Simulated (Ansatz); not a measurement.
Born–Oppenheimer molecular dynamics of AlH₅N₂O (9 atoms, charge 0, multiplicity 1). It starts from a relaxed structure.

Method: RKS B3LYP-D4/def2-SVP (Ansatz).

```
ensemble        : NVT, Langevin thermostat
time step       : 1 fs
steps asked     : 500
set temperature : 500 K
friction        : 0.01 /fs
seed            : 868135
```

Frames 1 fs apart, positions in Å, forces in eV/Å.

Velocities at 10 fs (Å/ps):

```
Al -2.33 -0.56 -1.72
N 4.35 3.29 -2.46
H 16.21 0.10 -16.93
H -2.20 6.56 -20.38
N 3.63 -2.62 0.44
H 0.99 -24.53 28.86
H -9.53 7.41 11.40
O 0.99 3.86 2.56
H 5.68 -3.26 -6.44
```

```xyz
9
Properties=species:S:1:pos:R:3:forces:R:3 time_fs=10 energy_less_start_eV=0.296 T=188
Al 0.113 -0.150 0.008 -3.97 -0.71 0.64
N 0.025 0.146 1.751 0.89 0.16 -0.38
H -0.736 0.083 2.388 -0.87 -0.06 0.42
H 0.845 0.429 2.272 0.18 0.02 0.12
N 1.548 -0.001 -0.854 3.00 1.18 0.44
H 1.823 -0.508 -1.653 0.27 -0.63 -1.31
H 2.407 0.347 -0.385 -0.74 -0.27 -0.48
O -1.327 -0.596 -0.889 2.53 0.62 0.09
H -2.212 -0.825 -0.704 -1.30 -0.32 0.47
9
Properties=species:S:1:pos:R:3:forces:R:3 time_fs=11 energy_less_start_eV=0.304 T=221
Al 0.110 -0.151 0.007 -3.69 -0.64 0.59
N 0.030 0.149 1.748 0.90 0.01 -1.26
H -0.723 0.083 2.371 -1.46 -0.10 0.95
H 0.841 0.438 2.253 0.73 0.22 0.50
N 1.553 -0.003 -0.853 2.42 1.23 0.60
H 1.825 -0.536 -1.631 0.42 -0.75 -1.45
H 2.394 0.354 -0.374 -0.43 -0.22 -0.43
O -1.325 -0.592 -0.886 2.36 0.58 0.06
H -2.210 -0.830 -0.711 -1.25 -0.32 0.44
9
Properties=species:S:1:pos:R:3:forces:R:3 time_fs=12 energy_less_start_eV=0.258 T=266
Al 0.106 -0.153 0.005 -3.28 -0.57 0.50
N 0.036 0.152 1.745 0.45 -0.17 -1.58
H -0.724 0.086 2.358 -1.47 -0.09 1.01
H 0.837 0.450 2.237 1.16 0.39 0.82
N 1.560 -0.005 -0.851 1.72 0.55 -0.22
H 1.832 -0.572 -1.624 0.27 -0.29 -0.75
H 2.375 0.360 -0.368 0.20 -0.02 -0.19
O -1.322 -0.586 -0.884 1.40 0.31 0.13
H -2.218 -0.839 -0.711 -0.45 -0.11 0.28
9
Properties=species:S:1:pos:R:3:forces:R:3 time_fs=13 energy_less_start_eV=0.222 T=280
Al 0.101 -0.155 0.004 -2.79 -0.48 0.40
N 0.043 0.155 1.742 -0.17 -0.25 -1.12
H -0.736 0.089 2.354 -0.83 -0.01 0.59
H 0.842 0.469 2.228 1.10 0.40 0.85
N 1.569 -0.005 -0.850 1.00 -0.44 -1.35
H 1.842 -0.612 -1.627 0.02 0.43 0.21
H 2.359 0.365 -0.367 0.91 0.23 0.13
O -1.319 -0.580 -0.883 0.07 -0.09 0.24
H -2.232 -0.851 -0.706 0.69 0.22 0.05
9
Properties=species:S:1:pos:R:3:forces:R:3 time_fs=14 energy_less_start_eV=0.223 T=320
Al 0.097 -0.157 0.003 -2.26 -0.38 0.32
N 0.050 0.158 1.739 -0.53 -0.14 -0.15
H -0.753 0.094 2.358 0.11 0.10 -0.04
H 0.858 0.494 2.223 0.47 0.18 0.54
N 1.579 -0.007 -0.849 0.55 -1.10 -1.94
H 1.854 -0.648 -1.625 -0.12 0.97 0.85
H 2.353 0.375 -0.363 1.22 0.31 0.24
O -1.316 -0.573 -0.882 -0.84 -0.38 0.26
H -2.241 -0.859 -0.702 1.39 0.44 -0.09
9
Properties=species:S:1:pos:R:3:forces:R:3 time_fs=15 energy_less_start_eV=0.227 T=341
Al 0.092 -0.159 0.001 -1.67 -0.26 0.28
N 0.056 0.161 1.736 -0.38 0.17 0.83
H -0.767 0.103 2.363 0.85 0.18 -0.50
H 0.880 0.527 2.223 -0.46 -0.21 0.05
N 1.588 -0.009 -0.849 0.52 -1.20 -1.82
H 1.865 -0.678 -1.614 -0.14 1.22 1.09
H 2.358 0.391 -0.355 0.96 0.12 0.03
O -1.313 -0.566 -0.881 -1.03 -0.47 0.15
H -2.233 -0.862 -0.699 1.35 0.44 -0.10
9
Properties=species:S:1:pos:R:3:forces:R:3 time_fs=16 energy_less_start_eV=0.229 T=361
Al 0.086 -0.160 -0.001 -1.05 -0.12 0.25
N 0.061 0.163 1.734 -0.07 0.51 1.52
H -0.777 0.117 2.363 1.26 0.21 -0.75
H 0.898 0.562 2.225 -1.23 -0.59 -0.39
N 1.599 -0.013 -0.850 0.67 -0.80 -1.11
H 1.872 -0.699 -1.592 -0.01 1.13 0.92
H 2.373 0.407 -0.346 0.35 -0.24 -0.37
O -1.311 -0.559 -0.880 -0.59 -0.34 -0.05
H -2.213 -0.862 -0.695 0.67 0.24 -0.01
9
Properties=species:S:1:pos:R:3:forces:R:3 time_fs=17 energy_less_start_eV=0.227 T=402
Al 0.080 -0.161 -0.003 -0.36 0.04 0.23
N 0.066 0.166 1.732 0.04 0.67 1.70
H -0.781 0.134 2.355 1.33 0.20 -0.76
H 0.899 0.591 2.227 -1.46 -0.76 -0.57
N 1.610 -0.019 -0.852 0.62 0.05 0.04
H 1.878 -0.710 -1.560 0.28 0.58 0.28
H 2.393 0.421 -0.341 -0.26 -0.60 -0.73
O -1.309 -0.552 -0.879 0.18 -0.07 -0.34
H -2.186 -0.863 -0.691 -0.36 -0.11 0.16
9
Properties=species:S:1:pos:R:3:forces:R:3 time_fs=18 energy_less_start_eV=0.226 T=414
Al 0.073 -0.162 -0.005 0.37 0.21 0.29
N 0.071 0.169 1.733 0.02 0.60 1.27
H -0.773 0.151 2.341 0.97 0.16 -0.51
H 0.884 0.612 2.226 -1.15 -0.67 -0.48
N 1.623 -0.024 -0.854 0.22 1.04 1.24
H 1.889 -0.715 -1.523 0.63 -0.28 -0.59
H 2.410 0.431 -0.340 -0.60 -0.79 -0.90
O -1.307 -0.544 -0.878 0.69 0.14 -0.62
H -2.164 -0.866 -0.684 -1.16 -0.41 0.30
9
Properties=species:S:1:pos:R:3:forces:R:3 time_fs=19 energy_less_start_eV=0.227 T=440
Al 0.067 -0.163 -0.008 1.12 0.38 0.42
N 0.076 0.173 1.734 -0.07 0.28 0.37
H -0.756 0.170 2.325 0.24 0.11 -0.05
H 0.857 0.625 2.223 -0.39 -0.32 -0.15
N 1.637 -0.028 -0.855 -0.41 1.64 1.90
H 1.907 -0.724 -1.491 0.88 -0.94 -1.18
H 2.418 0.440 -0.348 -0.58 -0.77 -0.81
O -1.304 -0.536 -0.877 0.51 0.11 -0.80
H -2.151 -0.870 -0.672 -1.30 -0.47 0.31
9
Properties=species:S:1:pos:R:3:forces:R:3 time_fs=20 energy_less_start_eV=0.242 T=433
Al 0.061 -0.164 -0.011 1.85 0.54 0.59
N 0.081 0.176 1.735 -0.25 -0.27 -0.84
H -0.734 0.191 2.309 -0.74 0.06 0.53
H 0.825 0.633 2.218 0.71 0.25 0.38
N 1.651 -0.030 -0.855 -1.05 1.39 1.69
H 1.933 -0.743 -1.468 0.84 -0.95 -1.13
H 2.419 0.444 -0.361 -0.22 -0.54 -0.51
O -1.301 -0.528 -0.877 -0.43 -0.22 -0.85
H -2.149 -0.877 -0.656 -0.73 -0.25 0.16
9
Properties=species:S:1:pos:R:3:forces:R:3 time_fs=21 energy_less_start_eV=0.297 T=411
Al 0.056 -0.164 -0.014 2.49 0.66 0.77
N 0.085 0.180 1.736 -0.57 -0.81 -1.78
H -0.719 0.209 2.300 -1.42 0.02 0.88
H 0.798 0.642 2.216 1.68 0.79 0.85
N 1.664 -0.033 -0.854 -1.55 0.40 0.83
H 1.970 -0.769 -1.454 0.53 -0.37 -0.58
H 2.416 0.445 -0.376 0.34 -0.15 -0.09
O -1.298 -0.521 -0.877 -1.71 -0.71 -0.78
H -2.153 -0.890 -0.637 0.22 0.16 -0.11
```

Of the whole run (500 fs, mean temperature of the second half 449 K): The mean temperature of the second half is 10 % below the set value. A run of 0.5 ps of so small a system gives no equilibrium averages.

Time of the run: 12 min on 2 threads of Arm Neoverse V1, on a shared host, peak memory 0.16 GiB.
